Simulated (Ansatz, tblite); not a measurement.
Removing an electron: cyclo-(SnH2)3 (Sn₃H₆). Charge 0, multiplicity 1. Geometry: PBE0-D4/def2-SVP. Ansatz, gas phase; energy differences of separate SCF runs; the oxidised species was run as a doublet alone.

Cartesian coordinates in Å:
```
Sn -1.4720 0.5816 0.3601
H -1.7844 1.7759 1.5505
H -2.9181 0.1541 -0.4566
Sn 0.5570 -1.3245 0.7556
H 0.2856 -2.9346 0.2313
H 1.4188 -1.3116 2.2381
Sn 0.9157 0.7429 -1.1164
H 0.9323 0.3465 -2.7847
H 2.0650 1.9697 -0.7778
```

In the def2 sets Sn takes a core potential; there is no spin–orbit coupling. The xTB rows come from tblite.

Q: Estimate orbital energies and vertical ionisation energies at: GFN1-xTB; GFN2-xTB; r2SCAN-D4/def2-TZVP; PBE0-D4/def2-TZVP.

A: 
| level | −HOMO (eV) | vertical IE (eV) | −LUMO (eV) | HOMO–LUMO gap (eV) |
| --- | --- | --- | --- | --- |
| GFN1-xTB | 10.51 | 12.93 | 6.82 | 3.68 |
| GFN2-xTB | 10.38 | 12.67 | 7.34 | 3.04 |
| r2SCAN-D4/def2-TZVP | 5.76 | 7.99 | 1.78 | 3.97 |
| PBE0-D4/def2-TZVP | 6.39 | 8.04 | 1.25 | 5.14 |

Relaxing the oxidised species (PBE0-D4/def2-SVP) changes its energy by -0.64 eV at PBE0-D4/def2-TZVP, so the adiabatic ionisation energy to this nearest minimum is 7.41 eV.  Run but left out: PBE-D4/def2-TZVP (charge +1 doublet: an occupied level 0.02 eV above an empty one).  Raw xTB energy differences between charge states are shifted by several eV; the methods need an empirical correction for them.
